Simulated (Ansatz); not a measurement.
Start from `C[SiH2]N[SiH2]Cl` and change one atom or group to get `C[SiH2]NCO`.

Ansatz, PBE0-D4/def2-TZVP geometries, multiplicity 1. Each molecule was computed in one conformer, which needn't be the lowest.

| property | `C[SiH2]N[SiH2]Cl` |
| --- | --- |
| HOMO–LUMO gap (PBE/def2-TZVPP) / eV | 5.87 |
| HOMO–LUMO gap (PBE0/def2-TZVPP) / eV | 8.05 |
| HOMO energy (PBE/def2-TZVPP) / eV | -6.52 |
| size of the dipole moment (PBE/def2-TZVPP) / D | 1.77 |
| LUMO energy (PBE/def2-TZVPP) / eV | -0.65 |
| LUMO energy (ωB97M-V/def2-TZVPP) / eV | 1.79 |

(1) Give the same properties after the change, and the shifts. (An estimate is asked.)

Answers

(1) The calculation gave: 
| property | `C[SiH2]NCO` | shift |
| --- | --- | --- |
| HOMO–LUMO gap (PBE/def2-TZVPP) / eV | 5.57 | -0.30 |
| HOMO–LUMO gap (PBE0/def2-TZVPP) / eV | 7.79 | -0.26 |
| HOMO energy (PBE/def2-TZVPP) / eV | -5.68 | 0.84 |
| size of the dipole moment (PBE/def2-TZVPP) / D | 1.28 | -0.49 |
| LUMO energy (PBE/def2-TZVPP) / eV | -0.11 | 0.54 |
| LUMO energy (ωB97M-V/def2-TZVPP) / eV | 2.23 | 0.44 |

With PBE0 the HOMO rises by 0.79 eV and the LUMO rises by 0.53 eV, so the gap narrows by about 0.26 eV. PBE moves the HOMO by 0.84 eV and ωB97M-V by 0.73 eV. Dipoles are sizes alone; their direction can turn.
